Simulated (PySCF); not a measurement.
**AlIn⁺: from constants to spectrum**

UHF-CCSD(T) constants of AlIn⁺, ²Σ⁺ (doublet), unpaired electrons σ ↑ (PySCF, spin-free X2C with a Gaussian nucleus, basis sets Al x2c-SVPall, In x2c-SVPall; masses 26.9815 and 114.9039 u):

```
ωe              : 111.7 cm⁻¹
ωexe            : 0.405 cm⁻¹
Be              : 0.065902 cm⁻¹
αe              : 0.000491 cm⁻¹
D (centrifugal) : 9.17e-08 cm⁻¹
De to Al + In⁺  : 1.07 eV
```

Problem. Give the vibrational terms G(v) and spacings up to v = 6.

Solution. G(v) = ωe(v+½) − ωexe(v+½)².

```csv
v,G(v) (cm⁻¹),G(v) − G(v−1),Bv (cm⁻¹)
0,55.7,,0.06566
1,166.6,110.9,0.06517
2,276.7,110.1,0.06467
3,386.0,109.3,0.06418
4,494.4,108.5,0.06369
5,602.1,107.6,0.06320
6,708.9,106.8,0.06271
```

Problem. How well does the Morse estimate ωe²/(4ωexe) reproduce De, and what is D0?

Solution. It gives 0.95 eV, 89 % of the computed De. D0 = De − G(0) = 1.07 − 0.01 = 1.06 eV.

Correlated steps freeze 23 core orbitals. Correlated levels converge slowly with the basis: in double zeta they bind strong bonds too weakly, by up to about 1 eV, and carry superposition errors of some tenths. These are scalar-relativistic numbers at best; spin–orbit coupling would shift them, the dissociation energy most. For an ion De counts to the pair picked by the measured ionisation energies or electron affinities, which need not be the lowest pair at this level. The state was picked by a PBE0 search and need not be the measured ground state.
